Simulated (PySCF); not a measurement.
Gas-phase reaction: SnH4 + 3 Br2 ⇌ SnBr2 + 4 HBr

Energies from PySCF, thermal terms from the rigid-rotor harmonic-oscillator model, ideal gas at 1 bar. † marks an energy on the PBE0/def2-TZVP geometry and frequencies. CCSD(T) freezes the core. All species are closed-shell singlets. Sn: scalar-relativistic def2 core potential, no spin-orbit coupling. Br: all electrons, no relativistic terms. CCSD(T) isn't extrapolated to the basis-set limit.

LDA/def2-TZVP† gives ΔH°(298 K) = -481 kJ.

**Question.** What do PBE0/def2-QZVP†, PBE/def2-TZVP†, CCSD(T)/def2-TZVPP† give?

**Answer.** PBE0/def2-QZVP†: -508 kJ; PBE/def2-TZVP†: -498 kJ; CCSD(T)/def2-TZVPP†: -528 kJ. For scale, ΔH°(298 K) is -481 kJ at this level, -506 kJ at ωB97M-V/def2-TZVP†, and runs from -582 to -449 kJ over the 18 levels computed.
